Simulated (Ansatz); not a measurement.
```yaml
crystal:
  periodic: [false, false, false]
  atoms:
    - {symbol: Na, position_ang: [3.344996, -2.130726, -1.803476]}
    - {symbol: Na, position_ang: [1.257816, 0.353412, 0.231926]}
    - {symbol: Na, position_ang: [-1.095116, 2.883245, 2.525484]}
    - {symbol: Na, position_ang: [-0.184357, -2.139902, -1.839246]}
    - {symbol: Na, position_ang: [-1.719146, 0.761182, 0.629899]}
    - {symbol: F, position_ang: [1.577741, -2.882875, -2.441020]}
    - {symbol: F, position_ang: [-0.572237, -0.579484, -0.541210]}
    - {symbol: F, position_ang: [0.174771, 1.701711, 1.396060]}
    - {symbol: F, position_ang: [-2.784470, 2.033437, 1.841594]}
basis:
  gaussian: {orbitals: def2-TZVP, initial_orbitals: start.molden}
magnetization: {spin_polarized: true, initial_magnetization: 1}
hamiltonian: {xc: {name: wB97M-V}}
scf: {omitted_lower_state_checks: [starts]}
output: {orbitals: {seedname: orbitals}}
```

The file start.molden holds the orbitals of an earlier run on this structure, at another level or in another basis.

```sh
$ ansatz run in.yaml --threads 4 --pin off --events-out ev --progress --plain --max-ram 4787MiB
```

Does this run fit into the memory that it is given?

No. It has 284 basis functions, and Ansatz plans for 6 GiB where 5 GiB are given.
